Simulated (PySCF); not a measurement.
Working out the ionisation energy of O⁺

O⁺ [He] 2s2 2p3 (4S) → O²⁺ [He] 2s2 2p2 (3P). Calculation: PySCF 2.14, in x2c-TZVPall (5s3p2d1f, 31 functions); the spin-free X2C one-electron Hamiltonian (Gaussian nucleus). Frozen: 1s2. Energies in hartree (1 hartree = 27.21139 eV):

| part | O⁺ (lower) | O²⁺ (upper) |
| --- | --- | --- |
| UHF | -74.426619 | -73.156090 |
| CCSD correlation | -0.111403 | -0.095205 |
| (T) | -0.001550 | -0.001283 |

Q: What does Hartree-Fock give?

A: (-73.156090) − (-74.426619) = 1.270529 hartree = 34.573 eV.

Q: What do CCSD and CCSD(T) give?

A: The CCSD correlation energies differ by 0.016198 hartree = 0.441 eV and the triples by 0.000267 hartree = 0.007 eV, so CCSD gives 35.014 eV and CCSD(T) 35.021 eV.

Reference: 35.121 eV (measured; NIST Atomic Spectra Database, ionization energies), between the lowest levels; spin-orbit coupling is absent from the calculation.

What remains against the reference includes basis incompleteness, the frozen core and higher excitations.
